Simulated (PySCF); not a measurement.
```xyz
3
charge 0 multiplicity 1, angstrom
Tl    0.0000    0.0000   -0.0379
S     0.0000    0.0000   -2.2570
Cl    0.0000    0.0000    2.2845
```

Level of theory: PySCF, PBE0, basis Tl def2-TZVP with ECP60, S def2-TZVP, Cl def2-TZVP (scalar-relativistic core potentials, no spin–orbit coupling, density fitting).

This geometry of TlSCl is a stationary point at this level.

Task: What is the point group?

Result: C∞v.

Task: Is it a minimum?

Result: Yes: all harmonic wavenumbers are real.

Task: Which band is strongest in the infrared?

Result: 456 cm⁻¹ (σ+), 41 km/mol.

Task: Give the ideal-gas entropy at 298.15 K and 1 bar by parts.

Result: translation 178.8, rotation 77.8, vibration 38.4, spin 0.0; total 294.9 J/(mol K).

Task: What is the atomisation energy, with and without zero-point energy?

Result: 570 kJ/mol without, 564 kJ/mol with.

Other isomers or separated fragments may lie lower. Spin–orbit coupling, left out here, can matter for elements this heavy.
